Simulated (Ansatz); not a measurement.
Pulling on the Al1–H2 bond in AlBrH2 (SMILES [AlH2][Br]) (multiplicity 1 held, fragments rigid). Energies count from the point at 1.569 Å.
Geometry at that point (charge 0, multiplicity 1):
```json
[
 {"atom": "Al", "x (Å)": "-0.8354", "y (Å)": "-1.2987", "z (Å)": "0.2064"},
 {"atom": "H", "x (Å)": "-0.3244", "y (Å)": "-2.3295", "z (Å)": "1.2738"},
 {"atom": "H", "x (Å)": "-2.1257", "y (Å)": "-1.4794", "z (Å)": "-0.6685"},
 {"atom": "Br", "x (Å)": "0.3803", "y (Å)": "0.5912", "z (Å)": "-0.0940"}
]
```

R- and RO- levels are restricted; in cc, def2 and unpolarised 6-31G sets they are followed outwards from rest. U- levels take the lowest unrestricted solution at each point, which mixes spins at long bonds. Active spaces are followed from a long bond inwards. Curves can end on different states.

Correlated levels freeze the cores. Filled d and f shells under p-block atoms count as core.

Programs: Ansatz (Gaussian orbitals). 

Predict the energy at R = 5.022 Å from U-MP2/def2-TZVPP.

3.62 eV

Predict the energy at R = 5.022 Å from R-PBE/def2-TZVPP.

4.64 eV

Estimate the energy at R = 5.022 Å that FIC-MRCISD+Q on CASSCF(2,2)/def2-TZVPP returns for this input.

3.76 eV

Doubts at one or more of the structures used: a restricted determinant that unrestricted orbitals would lower (R-PBE/def2-TZVPP); a spin-contaminated determinant (U-MP2/def2-TZVPP).

Ansatz is a program for electronic structure.
